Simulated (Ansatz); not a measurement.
Input for Ansatz (a first-principles code): R-BHLYP/def2-TZVPP on O2Zr (SMILES [O]=[Zr]=[O]). Elements past Kr take the def2 small-core potentials; no spin–orbit coupling.

Ansatz 0.2 input:
```yaml
crystal:
  periodic: [false, false, false]
  atoms:
    - {symbol: Zr, position_ang: [0.00451205, 0.00587559, -0.69441535]}
    - {symbol: O, position_ang: [1.43627600, -0.00645883, 0.35644951]}
    - {symbol: O, position_ang: [-1.44068805, 0.00058324, 0.33796584]}
basis:
  gaussian:
    orbitals: def2-TZVPP
hamiltonian:
  xc: {name: BHLYP}
scf: {lower_state_search: off}
```

Program output:

```
WARN ansatz: RAYON_NUM_THREADS=4 ignored (pool sized by the plan → 4); use --threads N
Functional definition: BHLYP
these checks for a lower state are left out or cut short: stability, starts, cluster_reference, orbital_swaps, neighbouring_geometries, increment
integrals: 0.03 GiB planned
764 factors; their error is unknown
mean field: 0.37 GiB planned
mean field evaluation 1: about -5352.7273 eV, gradient 1.0e2 eV
mean field evaluation 2: about -5065.9566 eV, gradient 3.4e2 eV
mean field evaluation 4: about -5372.2066 eV, gradient 6.4e0 eV
mean field evaluation 8: about -5372.2965 eV, gradient 3.0e-2 eV
mean field evaluation 16: about -5372.3639 eV, gradient 1.1e-4 eV
mean field -5372.36394369 eV, -197.4307334117 hartree, gradient 2.8e-6 eV, S^2 0.000000; 0 other end points of the search recorded, 0 dependent functions left out
reference -5372.36410998 eV, -197.4307395227 hartree; 14, 14 occupied and 104, 104 virtual orbitals, 764 factors
Total energy: -5372.36410998 eV, -197.4307395227 hartree
Checks for a lower state left out: stability, starts, cluster_reference, orbital_swaps, neighbouring_geometries, increment
```

Self-consistency was reached.

Cost: around 1.5 core-seconds (rough).
